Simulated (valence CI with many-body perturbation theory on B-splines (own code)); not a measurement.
Results of a calculation; reference values are marked as such.
# Sensitivity of CI+MBPT for Ar¹³⁺

Level of theory: valence CI with perturbative core correlation (CI+MBPT): three valence electrons over a frozen Dirac-Fock core [He], radial functions for each j: 6 s, 6 p, 5 d, 3 f, 1 g, with the one-electron correlation potential Σ1, the two-electron term Σ2, the three-electron term Σ3, Breit, model QED; selected CI, second order for the rest, scaled by the run's own slope (own B-spline code, finite nucleus).

No measured levels were compared; by estimate levels of excited configurations hold to 0.05 to 0.15 % of their energy, terms of the ground configuration to about 0.5 %.

The reference run has the lowest level 2s²2p ²P°_1/2 and an ionisation energy of 755.104 eV. Its largest variational space holds 4108 state functions.

Changed runs:
A. Davidson tolerance 2e-05 → 0.0003
B. averaging of valence orbitals over low configurations on → off
C. correlating orbitals by l 3 3 3 2 1 → 4 4 0 0 0; highest l with Σ1, explicit Σ2 and valence Breit (higher l get mean screening factors) 3 → 0
D. start configuration 2s2 2p1 → 2s2 3p1 (bad on purpose)

Excitation energies of the reference run in cm⁻¹, and shifts in cm⁻¹:

```csv
Level,Reference,A,B,C
2s²2p ²P°_3/2,22655,0,+1.0,-190
2s2p² ⁴P_1/2,229074,0,+26,-1434
2s2p² ⁴P_3/2,237657,0,+26,-1570
2s2p² ⁴P_5/2,249146,0,+25,-964
2s2p² ²D_3/2,410415,0,+59,+5279
2s2p² ²D_5/2,411386,0,+60,+5438
2s2p² ²S_1/2,514935,0,+78,+4470
2s2p² ²P_1/2,545638,0,+36,+7883
2s2p² ²P_3/2,555137,0,+20,+9150
2p³ ⁴S°_3/2,717809,0,+44,+4614
2p³ ²D°_3/2,811203,0,+93,+10011
2p³ ²D°_5/2,813092,0,+91,+10781
Ionisation energy (eV),755.104,0,-0.0013,-0.714
```

No effect on these energies: A.

Run D: It gave no result: the start configuration must fill the lowest shells above the core. The program said: "3p is not the lowest shell of its kind above the core".
